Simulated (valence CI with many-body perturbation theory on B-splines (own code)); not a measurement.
**Sr31+ in brief**

Computed by configuration interaction combined with many-body perturbation theory (CI+MBPT): five valence electrons over a frozen Dirac-Fock core [He], radial functions for each j: 11 s, 11 p, 10 d, 8 f, 5 g, 2 h, with the one-electron correlation potential Σ1, the two-electron term Σ2, the three-electron term Σ3, Breit, model QED; selected CI, second order for the rest, scaled by the run's own slope (own B-spline code, finite nucleus).

No measured spectrum was set against this ion. As an estimate, large intervals hold to a few tenths of a per cent, small ones and those within an open d or f shell to about a per cent. Among the levels kept, up to 5800 cm⁻¹ of a level comes from second order outside the variational space, and about a tenth of that is noise between levels of different J, which matters for small intervals.

Levels are named by their leading jj configuration (3d3/2^4 stands for four electrons in 3d with j = 3/2), which in mixed levels can hold well under half, so a name can repeat and another be missing.

Rates and lifetimes use the calculated energies. Strong lines usually hold to 10 to 20 %, long lifetimes can be off by a factor of two.

Problem. What is the ground level?

Solution. (2s^2 2p1/2^2 2p3/2) J=3/2, composition 42 % 2s2.2p3 4S° + 37 % 2s2.2p3 2P° + 20 % 2s2.2p3 2D°, g = 1.503.

Problem. What is the ionisation energy?

Solution. 3824 eV; NIST lists 3830 ± 30 eV (semi-empirical).

Problem. Name the longest-lived excited levels whose lifetime is computed, and their main decay.

Solution. (2s^2 2p1/2 2p3/2^2) J=5/2 at 606.56 × 10³ cm⁻¹ lives 2.08 μs, mostly by M1 to (2s^2 2p1/2^2 2p3/2) J=3/2; (2s^2 2p1/2 2p3/2^2) J=3/2 at 494.82 × 10³ cm⁻¹ lives 384 ns, mostly by M1 to (2s^2 2p1/2^2 2p3/2) J=3/2; (2s^2 2p1/2 2p3/2^2) J=1/2 at 752.21 × 10³ cm⁻¹ lives 346 ns, mostly by M1 to (2s^2 2p1/2^2 2p3/2) J=3/2.

Problem. Where does the other parity begin?

Solution. At (2s 2p1/2^2 2p3/2^2) J=5/2, 1580.9 × 10³ cm⁻¹.

Problem. Among levels below 20948 × 10³ cm⁻¹, which E1 lines absorb most strongly from the ground level?

Solution. to (2s^2 2p1/2 2p3/2 3d3/2) J=3/2 at 0.5346 nm, f = 0.402; to (2s^2 2p1/2^2 3d5/2) J=5/2 at 0.5519 nm, f = 0.376; to (2s^2 2p1/2 2p3/2 3d3/2) J=5/2 at 0.5349 nm, f = 0.354.
